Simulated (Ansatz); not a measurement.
Cartesian coordinates (Å):
```xyz
4

N     -0.7310     0.0163    -0.0010
C      0.4248    -0.0096     0.0006
S      2.0476    -0.0459     0.0029
H     -1.7414     0.0392    -0.0025
```
Charge +1, spin multiplicity 2.

All values below come from frozen-core CCSD(T)/cc-pVTZ // B3LYP-D3(BJ)/def2-TZVP (Ansatz, a first-principles code).

```
Property                       Result
----------------------  -------------
HF energy               -490.15126 Ha
MP2 correlation energy    -0.46100 Ha
```

Problem. Estimate the CCSD correlation energy, the (T) correction, the total energy and the T1 diagnostic.

Solution. 
| Property | Value |
|---|---|
| CCSD correlation energy | -0.48983 Ha |
| (T) correction | -0.02579 Ha |
| CCSD(T) total energy | -490.66688 Ha |
| T1 diagnostic | 0.030 |
